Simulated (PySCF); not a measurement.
C₃H₁₀NOSi (doublet state).
Atom-mapped SMILES: `[CH3:1][NH:2][CH:3][SiH2:4][O:5][CH3:6]` (hydrogens: H7, H8, H9 on C1; H10 on N2; H11 on C3; H12, H13 on Si4; H14, H15, H16 on C6)

Structure used (GFN2-xTB), in Å, numbered top down from 1:
```
atom  x, y, z in Å
C1    -2.6856   -0.0016   -0.0815
N2    -1.9996   -0.9014    0.8025
C3    -0.6520   -0.7737    1.0246
Si4    0.4815    0.1994   -0.0364
O5     1.8875   -0.0455    0.7539
C6     3.1344    0.4175    0.3659
H7    -3.7001   -0.3620   -0.2474
H8    -2.7321    1.0211    0.3122
H9    -2.1550    0.0295   -1.0307
H10   -2.5499   -1.2228    1.5872
H11   -0.2793   -1.3936    1.8242
H12    0.6155   -0.2260   -1.4495
H13    0.1926    1.6501   -0.1007
H14    3.4722   -0.0863   -0.5448
H15    3.1183    1.4942    0.1751
H16    3.8442    0.2103    1.1690
```

The hyperfine couplings belong to this conformer and change with its torsions.

Level of theory: UKS B3LYP, pcH-1 on C H N O Si, non-relativistic, mean-field spin-orbit, GIAO (PySCF 2.14.0). The structure is a single GFN2-xTB conformer in the gas phase; no vibrational or solvent corrections. A GFN2-xTB geometry isn't a minimum of the functional, and hyperfine couplings can be far from their values at a DFT geometry. The frame is twisted about the N2–C3 bond at this geometry (dihedral C1–N2–C3–Si4 = -16°); couplings at other torsion angles weren't computed. No stability test was run, so a lower SCF solution isn't excluded.

Principal values of hyperfine tensors in MHz (contact, dipolar and spin–orbit terms together), for some of the nuclei:

```json
{"atom": "H12", "isotope": "1H", "A1": "48.14", "A2": "49.43", "A3": "55.71"}
{"atom": "C3", "isotope": "13C", "A1": "-8.90", "A2": "-8.74", "A3": "163.59"}
{"atom": "H11", "isotope": "1H", "A1": "-70.32", "A2": "-42.62", "A3": "-14.63"}
{"atom": "Si4", "isotope": "29Si", "A1": "38.92", "A2": "41.96", "A3": "44.87"}
{"atom": "H8", "isotope": "1H", "A1": "36.14", "A2": "36.68", "A3": "45.10"}
{"atom": "H13", "isotope": "1H", "A1": "35.12", "A2": "36.00", "A3": "42.88"}
{"atom": "N2", "isotope": "14N", "A1": "7.30", "A2": "7.88", "A3": "51.58"}
{"atom": "C1", "isotope": "13C", "A1": "-6.82", "A2": "-5.57", "A3": "-1.74"}
```

Task: Give the isotropic coupling of each nucleus in MHz and in mT (g = 2.0029), and the anisotropic part.

Result: a_iso = (A1 + A2 + A3)/3, Ti = Ai − a_iso; 1 mT corresponds to 28.033 MHz. The tensors hold a spin–orbit part: the run splits a_iso into a_FC + a_SO, and T includes its anisotropic share.

| atom | a_iso (MHz) | a_FC | a_SO | a_iso (mT) | T1 | T2 | T3 |
| --- | --- | --- | --- | --- | --- | --- | --- |
| H12 | 51.09 | 51.09 | 0.00 | 1.823 | -2.95 | -1.66 | 4.62 |
| C3 | 48.65 | 48.73 | -0.07 | 1.736 | -57.55 | -57.39 | 114.94 |
| H11 | -42.52 | -42.53 | 0.01 | -1.517 | -27.80 | -0.10 | 27.90 |
| Si4 | 41.92 | 41.95 | -0.04 | 1.495 | -3.00 | 0.05 | 2.95 |
| H8 | 39.31 | 39.30 | 0.00 | 1.402 | -3.17 | -2.63 | 5.80 |
| H13 | 38.00 | 38.00 | 0.00 | 1.356 | -2.88 | -2.00 | 4.88 |
| N2 | 22.25 | 22.29 | -0.04 | 0.794 | -14.96 | -14.37 | 29.33 |
| C1 | -4.71 | -4.71 | 0.00 | -0.168 | -2.11 | -0.86 | 2.97 |

Task: What spin density at the nucleus of H11 lies behind its contact coupling (g_N = 5.58569)?

Result: a_FC = (2μ0/3) gₑ μB g_N μN ρ(0)/(2S·h) = 800.24 MHz × g_N × ρ(0)/(2S), with ρ in bohr⁻³. With a_FC = -42.53 MHz and 2S = 1, ρ(0) = -0.009516 bohr⁻³. In magnitude that is 3.0 % of the 1/π = 0.318 of a free hydrogen atom.

Task: H9 (1H, g_N = 5.58569) isn't in the table. Its spin density at the nucleus is 0.002931 bohr⁻³. What is its contact coupling?

Result: By the same relation, a_FC = 13.10 MHz. Its full tensor has the principal values 9.40, 10.11, 19.80 MHz.

Task: Name the largest traceless tensor T of the table and describe it.

Result: C3: -57.5, -57.4, 114.9 MHz, axial, in the ratio −1:−1:+2, the form that spin in one p orbital centred on that nucleus gives.

Task: In a single crystal, with the field along each principal axis of the tensor of C3 in turn, what first-order splitting does this nucleus give (isotropic g, quadrupole terms neglected)?

Result: 2 lines (I = 1/2), spaced by |A_i|/(g × 13.996): 0.32, 0.31, 5.84 mT along the axes of A1, A2 and A3.
